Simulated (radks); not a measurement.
Spherical quantum dot in the effective-mass picture: electrons in a parabolic well V = omega^2 r^2 / 2 with omega = 3.45, with a point charge +2 (a donor) at the centre, all in effective atomic units (hartree* = m*/eps^2 hartree, bohr* = eps/m* bohr), one dielectric constant everywhere. Calculated with a radial shooting solver with Libxc functionals: non-relativistic Kohn-Sham, LDA (Slater exchange, Perdew-Wang correlation), spin-polarised, spherical densities. Levels are named by radial order and angular momentum (1s, 1p, 1d, 2s, ...), and open shells are averaged over m. Results are scaled to m* = 0.116 and eps = 16.4, for which hartree* = 11.74 meV and bohr* = 7.481 nm.

N = 14, configuration 1s2 1p6 1d(up 4, down 0) 2s2. This is the lowest configuration that the search found. Occupied and some empty levels:

level    occupation  eigenvalue (meV)  <r> (nm)
1s up             1            181.06     4.418
1s down           1            182.20     4.365
1p up             3            221.13     6.732
1p down           3            223.09     6.711
2s up             1            244.52     7.128
2s down           1            246.11     7.164
1d up             4            253.92     8.054
1d down           0            256.04     8.062
1f up             0            287.03     9.077
2p up             0            287.75     8.271
1f down           0            289.07     9.102
2p down           0            289.15     8.291
1g up             0            321.07     9.952
1g down           0            322.92     9.984

Energy (meV): total 2124.12, kinetic 678.24, external 468.29, Hartree 1124.5, exchange-correlation -146.94.

Electron density:

r (nm)  n(r) (e/nm^3)
1.03          0.01932
2.13          0.01081
3.24         0.006802
4.34         0.005199
5.45         0.004484
6.55         0.003765
7.65         0.002801
8.75         0.001778
9.86        0.0009430
11.0        0.0004168
12.1        0.0001545
13.2       0.00004743
14.3       0.00001231
